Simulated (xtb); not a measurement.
ClFH₅NSi₂, SMILES Cl[Si@H]([SiH2]N)F. All values are semi-empirical tight-binding results from xtb (GFN2-xTB unless named), good for trends rather than for accurate numbers. Geometry optimised at GFN2-xTB. The structure was generated by enumeration; whether it is a known compound was not checked. Other conformers were not sampled.

```yaml
orbital_gap: 4.30 eV
dipole_moment: 2.59 D
zero_point_energy: 33.9 kcal/mol
G − E(el) at 298.15 K (modified RRHO): 12.6 kcal/mol
static polarisability (D4 model): 82.4 bohr³
solvation energy, GFN2-xTB/ALPB(water): -4.1 kcal/mol
solvation energy, GFN2-xTB/ALPB(acetonitrile): -4.9 kcal/mol
```
